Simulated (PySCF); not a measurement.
FH5O3Si2, SMILES O([Si](O)(F)O)[SiH3]. The structure is a stationary point at PBE-D3(BJ)/def2-SVP. The values are those of a single conformer.

Question: Give the equilibrium geometry at PBE-D3(BJ)/def2-SVP (PySCF confirms it by a frequency run) as bond lengths and angles. (An estimate is asked for; the answer gives what the named calculation found.)

Answer: This is not unique; one that fits is 
Atoms: O1 Si2 O3 F4 O5 Si6 H7 H8 H9 H10 H11. Bonded distances (Å): O1–Si2 1.652, O1–H7 0.972, Si2–O3 1.656, Si2–F4 1.630, Si2–O5 1.645, O3–H8 0.973, O5–Si6 1.685, Si6–H9 1.502, Si6–H10 1.503, Si6–H11 1.500. Bond angles (°): Si2–O1–H7 115.9, O1–Si2–O3 108.9, O1–Si2–F4 111.9, O1–Si2–O5 107.3, O3–Si2–F4 107.9, O3–Si2–O5 114.0, F4–Si2–O5 106.9, Si2–O3–H8 115.6, Si2–O5–Si6 135.5, O5–Si6–H9 110.6, O5–Si6–H10 110.6, O5–Si6–H11 106.9, H9–Si6–H10 109.5, H9–Si6–H11 109.7, H10–Si6–H11 109.6.
Charge 0, spin multiplicity 1.
